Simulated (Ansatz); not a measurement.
`C[SiH2]S[SiH2][GaH2]` + HBr → `C[SiH2]Br` + `S[SiH2][GaH2]` at 600 K and 1 bar (ligand exchange at the Si–S bond).

Calculated with Ansatz (gas phase, PBE0-D4/def2-TZVP geometries, no zero-point term in ΔE). CCSD(T)/CBS adds triple-zeta CCSD(T) − MP2 to the extrapolated MP2 energy (def2 sets, frozen cores). For Br, Ga outer-core shells are correlated without core-valence functions, which leaves a few kJ/mol of doubt a bond. Scalar relativity is left out up to krypton. Each species was taken in one conformer, which may not be the lowest.

```json
{"species": "`C[SiH2]S[SiH2][GaH2]`", "CCSD(T)/CBS energy (Eh)": "-2943.38910", "H − E (kJ/mol)": "317.3", "S (J/(mol·K))": "556.9"}
{"species": "HBr", "CCSD(T)/CBS energy (Eh)": "-2573.91920", "H − E (kJ/mol)": "33.5", "S (J/(mol·K))": "219.1"}
{"species": "`C[SiH2]Br`", "CCSD(T)/CBS energy (Eh)": "-2903.51417", "H − E (kJ/mol)": "189.6", "S (J/(mol·K))": "377.3"}
{"species": "`S[SiH2][GaH2]`", "CCSD(T)/CBS energy (Eh)": "-2613.80410", "H − E (kJ/mol)": "160.9", "S (J/(mol·K))": "434.7"}
```

H − E and S are ideal-gas, rigid-rotor, harmonic terms from PBE0-D4/def2-TZVP, for one conformer and one mirror image of each species. 1 Eh = 2625.50 kJ/mol, R = 8.31446 J/(mol·K).

Problem. By hand: ΔE, ΔH, ΔS and ΔG.

Solution. ΔE = (-2903.51417) + (-2613.80410) − (-2943.38910) − (-2573.91920) = -0.00997 Eh = -26.2 kJ/mol. Δ(H − E) = 189.6 + 160.9 − 317.3 − 33.5 = -0.3, so ΔH = -26.5 kJ/mol. ΔS = 377.3 + 434.7 − 556.9 − 219.1 = 36.0 J/(mol·K). ΔG = -26.5 − 600 × (36.0)/1000 = -48.1 kJ/mol.

Problem. By hand: the equilibrium constant, and the temperature at which ΔG would vanish if ΔH and ΔS stayed fixed.

Solution. log₁₀ K = −ΔG/(RT ln 10) = 4.2. ΔH and −TΔS have one sign here, so there is no such temperature.

TΔS isn't small against ΔH here. A doubt of 5 kJ/mol in ΔE shifts log₁₀ K by 0.4 here. Other conformers and mirror images would add mixing entropy, several J/(mol·K) or more a flexible species. Modes under 60 cm⁻¹, often nearly free rotors, make the harmonic entropy too high. These are equilibria of isolated gas molecules and say nothing of rates. Largest T1 diagnostic: 0.013 (customary marks: 0.02 for closed shells, 0.045 for open ones).
